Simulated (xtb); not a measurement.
Cl₅Nb, charge +1, doublet, from a rough starting geometry (GFN-xTB shapes and energies of metal compounds can be far from the true ones) (the multiplicity is a formal guess); GFN2-xTB (xtb).

Here is a job for xtb.
```
$ xtb mol.xyz --gfn 2 --chrg 1 --uhf 1 --opt vtight --json

# file mol.xyz
6

Nb    -0.02524885     0.04515321     0.04067157
Cl     1.85721298    -0.37929565    -1.21634590
Cl     0.96326542    -0.99450963     1.84271546
Cl    -0.96898957     1.00117796    -1.80629370
Cl    -1.64070488    -1.57283519     0.11438866
Cl    -0.19476989     1.94718745     1.14520478
```

The log (banner, timings and long lists left out):

```
   ID    Z sym.   atoms
    1   41 Nb     1
    2   17 Cl     2-6

           -------------------------------------------------
          |                Calculation Setup                |
           -------------------------------------------------

           -------------------------------------------------
          |                 G F N 2 - x T B                 |
           -------------------------------------------------

          ...................................................
          :                      SETUP                      :
          :.................................................:
          :  # basis functions                  60          :
          :  # atomic orbitals                  54          :
          :  # shells                           18          :
          :  # electrons                        39          :
          :  max. iterations                   250          :
          :  Hamiltonian                  GFN2-xTB          :
          :  restarted?                      false          :
          :  GBSA solvation                  false          :
          :  PC potential                    false          :
          :  electronic temp.          300.0000000     K    :
          :  accuracy                    1.0000000          :
          :  -> integral cutoff          0.2500000E+02      :
          :  -> integral neglect         0.1000000E-07      :
          :  -> SCF convergence          0.1000000E-05 Eh   :
          :  -> wf. convergence          0.1000000E-03 e    :
          :  Broyden damping             0.4000000          :
          :  net charge                          1          :
          :  unpaired electrons                  1          :
          ...................................................

 iter      E             dE          RMSdq      gap      omega  full diag
   1     -3.6292042 -0.362920E+01  0.367E+01    0.55       0.0  T
   2    -12.7517680 -0.912256E+01  0.312E+01   11.96       1.0  T
   3    -17.7578819 -0.500611E+01  0.216E+01   11.15       1.0  T
   4    -21.6872770 -0.392940E+01  0.154E+01    5.63       1.0  T
   5    -22.2057670 -0.518490E+00  0.137E+01    5.28       1.0  T
   6    -22.3159428 -0.110176E+00  0.131E+01    5.17       1.0  T
   7    -22.4835727 -0.167630E+00  0.124E+01    5.02       1.0  T
   8    -23.2908158 -0.807243E+00  0.948E+00    4.02       1.0  T
   9    -23.4358318 -0.145016E+00  0.863E+00    3.90       1.0  T
  10    -23.8556934 -0.419862E+00  0.655E+00    3.38       1.0  T
  11    -24.1301152 -0.274422E+00  0.475E+00    2.97       1.0  T
  12    -23.5386097  0.591505E+00  0.845E+00    3.74       1.0  T
  13    -23.9160413 -0.377432E+00  0.569E+00    3.32       1.0  T
  14    -24.2840070 -0.367966E+00  0.293E+00    2.14       1.0  T
  15    -24.0295829  0.254424E+00  0.572E+00    1.87       1.0  T
  16    -23.6413866  0.388196E+00  0.791E+00    1.67       1.0  T
  17    -24.2511594 -0.609773E+00  0.289E+00    2.08       1.0  T
  18    -24.3281741 -0.770147E-01  0.128E+00    2.26       1.0  T
  19    -24.2594481  0.687259E-01  0.270E+00    2.11       1.0  T
  20    -24.3176104 -0.581623E-01  0.164E+00    2.23       1.0  T
  21    -24.3436935 -0.260830E-01  0.819E-01    2.51       1.0  T
  22    -24.3487766 -0.508312E-02  0.441E-01    2.46       1.0  T
  23    -24.3458220  0.295457E-02  0.641E-01    2.49       1.0  T
  24    -24.3445823  0.123978E-02  0.718E-01    2.50       1.0  T
  25    -24.3494943 -0.491201E-02  0.287E-01    2.45       1.0  T
  26    -24.3503993 -0.905030E-03  0.628E-02    2.42       1.0  T
  27    -24.3504340 -0.347376E-04  0.328E-02    2.41       1.2  T
  28    -24.3504254  0.867826E-05  0.433E-02    2.41       1.0  T
  29    -24.3504418 -0.164024E-04  0.691E-03    2.42       5.9  T
  30    -24.3504420 -0.223597E-06  0.269E-03    2.42      15.1  T
  31    -24.3504420  0.388308E-08  0.156E-03    2.42      26.2  T
  32    -24.3504420 -0.133669E-07  0.959E-04    2.42      42.6  T
  33    -24.3504420 -0.497827E-08  0.628E-04    2.42      65.1  T

   *** convergence criteria satisfied after 33 iterations ***

         :::::::::::::::::::::::::::::::::::::::::::::::::::::
         ::                     SUMMARY                     ::
         :::::::::::::::::::::::::::::::::::::::::::::::::::::
         :: total energy             -24.331467429646 Eh    ::
         :: gradient norm              0.018141488928 Eh/a0 ::
         :: HOMO-LUMO gap              2.416815794415 eV    ::
         ::.................................................::
         :: SCC energy               -24.350431110660 Eh    ::
         :: -> isotropic ES            0.105639694396 Eh    ::
         :: -> anisotropic ES         -0.010016862819 Eh    ::
         :: -> anisotropic XC         -0.006752051138 Eh    ::
         :: -> dispersion             -0.008669327894 Eh    ::
         :: repulsion energy           0.018963681014 Eh    ::
         :: add. restraining           0.000000000000 Eh    ::
         :: total charge               1.000000000000 e     ::
         :::::::::::::::::::::::::::::::::::::::::::::::::::::

      -----------------------------------------------------------
     |                   =====================                   |
     |                        A N C O P T                        |
     |                   =====================                   |
     |               Approximate Normal Coordinate               |
     |                Rational Function Optimizer                |
      -----------------------------------------------------------
      -----------------------------------------------------------
     |                   =====================                   |
     |                        A N C O P T                        |
     |                   =====================                   |
     |               Approximate Normal Coordinate               |
     |                Rational Function Optimizer                |
[...]
 * total energy  :   -24.3421688 Eh     change       -0.2538171E-04 Eh
 * total energy  :   -24.3421681 Eh     change        0.7155641E-06 Eh
 * total energy  :   -24.3421750 Eh     change       -0.6913229E-05 Eh
 * total energy  :   -24.3421769 Eh     change       -0.1951693E-05 Eh
 * total energy  :   -24.3421810 Eh     change       -0.4065825E-05 Eh
 * total energy  :   -24.3421831 Eh     change       -0.2065626E-05 Eh
 * total energy  :   -24.3421846 Eh     change       -0.1500884E-05 Eh
 * total energy  :   -24.3421855 Eh     change       -0.9050274E-06 Eh
 * total energy  :   -24.3421860 Eh     change       -0.5768179E-06 Eh
 * total energy  :   -24.3421864 Eh     change       -0.3557192E-06 Eh
 * total energy  :   -24.3421867 Eh     change       -0.2949566E-06 Eh
 * total energy  :   -24.3421868 Eh     change       -0.1347507E-06 Eh
 * total energy  :   -24.3421869 Eh     change       -0.6801329E-07 Eh
   *** GEOMETRY OPTIMIZATION CONVERGED AFTER 33 ITERATIONS ***
[...]
   2    -24.3650070  0.718359E-10  0.182E-04    1.77     223.9  T
   3    -24.3650070  0.186498E-08  0.413E-04    1.77      98.8  T

   *** convergence criteria satisfied after 3 iterations ***

         :::::::::::::::::::::::::::::::::::::::::::::::::::::
         ::                     SUMMARY                     ::
         :::::::::::::::::::::::::::::::::::::::::::::::::::::
         :: total energy             -24.342186896342 Eh    ::
         :: gradient norm              0.000030463997 Eh/a0 ::
         :: HOMO-LUMO gap              1.768390393060 eV    ::
         ::.................................................::
         :: SCC energy               -24.364996007185 Eh    ::
         :: -> isotropic ES            0.105331106970 Eh    ::
         :: -> anisotropic ES         -0.009821824114 Eh    ::
         :: -> anisotropic XC         -0.007730847028 Eh    ::
         :: -> dispersion             -0.008645660297 Eh    ::
         :: repulsion energy           0.022809110844 Eh    ::
         :: add. restraining           0.000000000000 Eh    ::
         :: total charge               1.000000000004 e     ::
         :::::::::::::::::::::::::::::::::::::::::::::::::::::

           -------------------------------------------------
          |                Property Printout                |
           -------------------------------------------------

    * Orbital Energies and Occupations

         #    Occupation            Energy/Eh            Energy/eV
      -------------------------------------------------------------
         1        2.0000           -1.2973403             -35.3024
       ...           ...                  ...                  ...
         8        2.0000           -0.6697078             -18.2237
         9        2.0000           -0.6694442             -18.2165
        10        2.0000           -0.6632154             -18.0470
        11        2.0000           -0.6607297             -17.9794
        12        2.0000           -0.6516315             -17.7318
        13        2.0000           -0.6467157             -17.5980
        14        2.0000           -0.6453113             -17.5598
        15        2.0000           -0.6356118             -17.2959
        16        2.0000           -0.6329861             -17.2244
        17        2.0000           -0.6293905             -17.1266
        18        2.0000           -0.6215733             -16.9139
        19        2.0000           -0.6184712             -16.8295
        20        1.0000           -0.5920725             -16.1111 (HOMO)
        21                         -0.5270854             -14.3427 (LUMO)
        22                         -0.5242752             -14.2663
        23                         -0.4910398             -13.3619
        24                         -0.4723030             -12.8520
        25                         -0.3813685             -10.3776
        26                         -0.2055250              -5.5926
        27                         -0.1901024              -5.1730
        28                         -0.1898117              -5.1650
        29                         -0.1894657              -5.1556
        30                         -0.1893649              -5.1529
        31                         -0.1888849              -5.1398
       ...                                ...                  ...
        54                          0.9156428              24.9159
      -------------------------------------------------------------
                  HL-Gap            0.0649872 Eh            1.7684 eV
             Fermi-level           -0.5824165 Eh          -15.8484 eV

     #   Z          covCN         q      C6AA      α(0)
     1  41 Nb       3.812     0.270   177.307    20.672
     2  17 Cl       0.770     0.171    94.058    14.835
     3  17 Cl       1.242     0.104    96.161    15.003
     4  17 Cl       0.779     0.126    95.353    14.937
     5  17 Cl       1.268     0.158    94.620    14.882
     6  17 Cl       0.770     0.171    94.044    14.834

 Mol. C6AA /au·bohr⁶  :       3843.310901
 Mol. C8AA /au·bohr⁸  :     217439.641286
 Mol. α(0) /au        :         95.163366

Wiberg/Mayer (AO) data.
largest (>0.10) Wiberg bond orders for each atom

 ---------------------------------------------------------------------------
     #   Z sym  total        # sym  WBO       # sym  WBO       # sym  WBO
 ---------------------------------------------------------------------------
     1  41 Nb   6.681 --     6 Cl   1.638     2 Cl   1.638     4 Cl   1.581
                             5 Cl   1.051     3 Cl   0.774
     2  17 Cl   1.974 --     1 Nb   1.638     6 Cl   0.111
     3  17 Cl   1.403 --     1 Nb   0.774     5 Cl   0.457
     4  17 Cl   1.907 --     1 Nb   1.581
     5  17 Cl   1.717 --     1 Nb   1.051     3 Cl   0.457
     6  17 Cl   1.975 --     1 Nb   1.638     2 Cl   0.111
 ---------------------------------------------------------------------------

Topologies differ in total number of bonds
Writing topology from bond orders to xtbtopo.mol

molecular dipole:
                 x           y           z       tot (Debye)
 q only:        0.063       0.187      -0.068
   full:        0.089       0.275      -0.130       0.805
molecular quadrupole (traceless):
                xx          xy          yy          xz          yz          zz
 q only:       -0.121       0.654       0.406      -0.064      -0.547      -0.286
  q+dip:        0.279       0.177      -0.283       0.522      -0.027       0.003
   full:        0.536       0.450      -0.426       0.836      -0.029      -0.110

optimized geometry written to: xtbopt.xyz

           -------------------------------------------------
          | TOTAL ENERGY              -24.342186896342 Eh   |
          | GRADIENT NORM               0.000030463997 Eh/α |
          | HOMO-LUMO GAP               1.768390393060 eV   |
           -------------------------------------------------

normal termination of xtb
```
